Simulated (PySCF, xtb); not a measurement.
C2H9BO2Si, SMILES C[SiH2]CB(O)O. Other conformers were not sampled.

Harmonic wavenumbers (cm⁻¹) from GFN2-xTB in xtb at its own minimum, in rising order: 31, 56, 110, 146, 190, 332, 403, 449, 476, 545, 549, 575, 658, 699, 747, 776, 789, 814, 826, 844, 926, 971, 1019, 1131, 1226, 1317, 1372, 1483, 1487, 1491, 2186, 2200, 2972, 2987, 3026, 3036, 3046, 3655, 3661.

What does PBE-D3(BJ)/def2-SVP in PySCF give at its own minimum? (Estimate from the structure and the level; the computed values follow.)

27, 75, 121, 162, 214, 347, 435, 466, 471, 542, 570, 585, 627, 669, 746, 786, 797, 856, 868, 918, 950, 986, 991, 1029, 1217, 1303, 1370, 1386, 1390, 1431, 2142, 2143, 2974, 2981, 3041, 3069, 3083, 3781, 3784. Paired by order, the mean absolute difference is 33 cm⁻¹ and the zero-point energies are 70.3 and 70.5 kcal/mol.
